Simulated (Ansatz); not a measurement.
Harmonic vibrations of the cluster B₆N by finite differences.

```yaml
crystal:
  periodic: [false, false, false]
  atoms:
    - {symbol: N, position_ang: [-1.934746, 0.800228, 0.150604]}
    - {symbol: B, position_ang: [2.148820, 0.080042, -0.088836]}
    - {symbol: B, position_ang: [0.903345, 0.942267, 0.036280]}
    - {symbol: B, position_ang: [-0.233340, -1.405658, -0.103504]}
    - {symbol: B, position_ang: [1.299075, -1.192188, -0.154143]}
    - {symbol: B, position_ang: [-0.670575, 1.240450, 0.130170]}
    - {symbol: B, position_ang: [-1.512578, -0.465140, 0.029418]}
basis:
  gaussian: {orbitals: def2-SVP}
magnetization: {spin_polarized: true, initial_magnetization: 1}
hamiltonian: {xc: {name: B3LYP}, dispersion: d4}
scf: {omitted_lower_state_checks: [starts]}
phonons: {temperatures: {t_min: 298.15, t_max: 900, t_step: 200}}
```

```sh
$ ansatz run in.yaml --threads 4 --pin off --events-out ev --progress --plain --max-ram 4787MiB
```

It prints (some lines left out):

```
Functional definition: B3LYP
mean field -5537.14415200 eV, -203.4862943750 hartree, gradient 1.7e-5 eV, S^2 0.772016; 0 other end points of the search recorded, 0 dependent functions left out
mean field -5537.14392698 eV, -203.4862861056 hartree, gradient 1.9e-6 eV, S^2 0.771968; 0 other end points of the search recorded, 0 dependent functions left out
mean field -5537.14407201 eV, -203.4862914352 hartree, gradient 3.1e-6 eV, S^2 0.772065; 0 other end points of the search recorded, 0 dependent functions left out
mean field -5537.14404421 eV, -203.4862904138 hartree, gradient 3.3e-6 eV, S^2 0.771920; 0 other end points of the search recorded, 0 dependent functions left out
mean field -5537.14398152 eV, -203.4862881100 hartree, gradient 3.4e-6 eV, S^2 0.772114; 0 other end points of the search recorded, 0 dependent functions left out
mean field -5537.14414602 eV, -203.4862941550 hartree, gradient 2.1e-6 eV, S^2 0.772011; 0 other end points of the search recorded, 0 dependent functions left out
mean field -5537.14413497 eV, -203.4862937490 hartree, gradient 2.1e-6 eV, S^2 0.772022; 0 other end points of the search recorded, 0 dependent functions left out
mean field -5537.14412844 eV, -203.4862935091 hartree, gradient 2.7e-6 eV, S^2 0.772200; 0 other end points of the search recorded, 0 dependent functions left out
mean field -5537.14398179 eV, -203.4862881198 hartree, gradient 2.7e-6 eV, S^2 0.771838; 0 other end points of the search recorded, 0 dependent functions left out
mean field -5537.14404898 eV, -203.4862905891 hartree, gradient 2.2e-6 eV, S^2 0.771889; 0 other end points of the search recorded, 0 dependent functions left out
mean field -5537.14404960 eV, -203.4862906117 hartree, gradient 2.0e-6 eV, S^2 0.772145; 0 other end points of the search recorded, 0 dependent functions left out
mean field -5537.14414519 eV, -203.4862941247 hartree, gradient 1.8e-6 eV, S^2 0.771998; 0 other end points of the search recorded, 0 dependent functions left out
mean field -5537.14415138 eV, -203.4862943520 hartree, gradient 2.0e-6 eV, S^2 0.772035; 0 other end points of the search recorded, 0 dependent functions left out
mean field -5537.14410247 eV, -203.4862925547 hartree, gradient 3.6e-6 eV, S^2 0.771817; 0 other end points of the search recorded, 0 dependent functions left out
mean field -5537.14392112 eV, -203.4862858900 hartree, gradient 3.5e-6 eV, S^2 0.772220; 0 other end points of the search recorded, 0 dependent functions left out
mean field -5537.14373133 eV, -203.4862789157 hartree, gradient 2.3e-6 eV, S^2 0.772182; 0 other end points of the search recorded, 0 dependent functions left out
mean field -5537.14449851 eV, -203.4863071090 hartree, gradient 2.3e-6 eV, S^2 0.771852; 0 other end points of the search recorded, 0 dependent functions left out
mean field -5537.14410613 eV, -203.4862926893 hartree, gradient 2.5e-6 eV, S^2 0.772039; 0 other end points of the search recorded, 0 dependent functions left out
mean field -5537.14417727 eV, -203.4862953037 hartree, gradient 1.9e-6 eV, S^2 0.771995; 0 other end points of the search recorded, 0 dependent functions left out
mean field -5537.14401649 eV, -203.4862893949 hartree, gradient 3.6e-6 eV, S^2 0.771903; 0 other end points of the search recorded, 0 dependent functions left out
mean field -5537.14401627 eV, -203.4862893868 hartree, gradient 3.5e-6 eV, S^2 0.772132; 0 other end points of the search recorded, 0 dependent functions left out
mean field -5537.14407706 eV, -203.4862916210 hartree, gradient 1.7e-6 eV, S^2 0.771940; 0 other end points of the search recorded, 0 dependent functions left out
mean field -5537.14415245 eV, -203.4862943915 hartree, gradient 1.7e-6 eV, S^2 0.772094; 0 other end points of the search recorded, 0 dependent functions left out
mean field -5537.14414327 eV, -203.4862940540 hartree, gradient 1.7e-6 eV, S^2 0.772015; 0 other end points of the search recorded, 0 dependent functions left out
mean field -5537.14414911 eV, -203.4862942686 hartree, gradient 1.9e-6 eV, S^2 0.772018; 0 other end points of the search recorded, 0 dependent functions left out
mean field -5537.14399874 eV, -203.4862887428 hartree, gradient 2.6e-6 eV, S^2 0.772105; 0 other end points of the search recorded, 0 dependent functions left out
mean field -5537.14406141 eV, -203.4862910460 hartree, gradient 2.6e-6 eV, S^2 0.771928; 0 other end points of the search recorded, 0 dependent functions left out
mean field -5537.14445786 eV, -203.4863056149 hartree, gradient 3.1e-6 eV, S^2 0.772055; 0 other end points of the search recorded, 0 dependent functions left out
mean field -5537.14371495 eV, -203.4862783137 hartree, gradient 2.6e-6 eV, S^2 0.771978; 0 other end points of the search recorded, 0 dependent functions left out
mean field -5537.14418026 eV, -203.4862954135 hartree, gradient 1.8e-6 eV, S^2 0.772015; 0 other end points of the search recorded, 0 dependent functions left out
mean field -5537.14411735 eV, -203.4862931016 hartree, gradient 1.7e-6 eV, S^2 0.772017; 0 other end points of the search recorded, 0 dependent functions left out
mean field -5537.14389786 eV, -203.4862850356 hartree, gradient 4.2e-6 eV, S^2 0.772135; 0 other end points of the search recorded, 0 dependent functions left out
mean field -5537.14403238 eV, -203.4862899789 hartree, gradient 4.0e-6 eV, S^2 0.771899; 0 other end points of the search recorded, 0 dependent functions left out
mean field -5537.14401921 eV, -203.4862894949 hartree, gradient 2.3e-6 eV, S^2 0.772037; 0 other end points of the search recorded, 0 dependent functions left out
mean field -5537.14418895 eV, -203.4862957328 hartree, gradient 2.4e-6 eV, S^2 0.771996; 0 other end points of the search recorded, 0 dependent functions left out
mean field -5537.14413467 eV, -203.4862937381 hartree, gradient 2.1e-6 eV, S^2 0.772013; 0 other end points of the search recorded, 0 dependent functions left out
mean field -5537.14414145 eV, -203.4862939872 hartree, gradient 1.9e-6 eV, S^2 0.772020; 0 other end points of the search recorded, 0 dependent functions left out
mean field -5537.14409149 eV, -203.4862921511 hartree, gradient 2.3e-6 eV, S^2 0.771993; 0 other end points of the search recorded, 0 dependent functions left out
mean field -5537.14407746 eV, -203.4862916357 hartree, gradient 2.3e-6 eV, S^2 0.772040; 0 other end points of the search recorded, 0 dependent functions left out
mean field -5537.14408594 eV, -203.4862919472 hartree, gradient 3.2e-6 eV, S^2 0.772095; 0 other end points of the search recorded, 0 dependent functions left out
mean field -5537.14387858 eV, -203.4862843268 hartree, gradient 3.2e-6 eV, S^2 0.771939; 0 other end points of the search recorded, 0 dependent functions left out
mean field -5537.14414750 eV, -203.4862942096 hartree, gradient 2.2e-6 eV, S^2 0.772024; 0 other end points of the search recorded, 0 dependent functions left out
mean field -5537.14413152 eV, -203.4862936223 hartree, gradient 2.1e-6 eV, S^2 0.772009; 0 other end points of the search recorded, 0 dependent functions left out
Total energy: -5537.58386774 eV, -203.5024536303 hartree
Atom 0 at    -1.934746     0.800228     0.150604 Å, force     0.000831    -0.000471    -0.000125 eV/Å
Atom 1 at     2.148820     0.080042    -0.088836 Å, force    -0.000336    -0.000376     0.000058 eV/Å
Atom 2 at     0.903345     0.942267     0.036280 Å, force     0.000038     0.000152    -0.000180 eV/Å
Atom 3 at    -0.233340    -1.405658    -0.103504 Å, force     0.000905     0.000117     0.000027 eV/Å
Atom 4 at     1.299075    -1.192188    -0.154143 Å, force    -0.001968     0.000978     0.000143 eV/Å
Atom 5 at    -0.670575     1.240450     0.130170 Å, force     0.000097    -0.000503     0.000148 eV/Å
Atom 6 at    -1.512578    -0.465140     0.029418 Å, force     0.000433     0.000102    -0.000070 eV/Å
Dipole moment:    -0.180119    -0.016812     0.006626 e Å
Vibrations: 112.15 191.08 202.07 227.72 363.51 367.55 458.35 616.69 733.30 776.00 1112.52 1336.25 1430.75 1466.23 1629.02 cm⁻¹, zero-point energy 0.683350 eV
Checks for a lower state left out: starts
```

Hardware: 4 threads of Arm Neoverse V1 on a shared host. Wall time 53 s.

Another isomer (doublet) lies 0.19 eV lower at PBE0-D4/def2-TZVP; other spin states weren't run for this one.
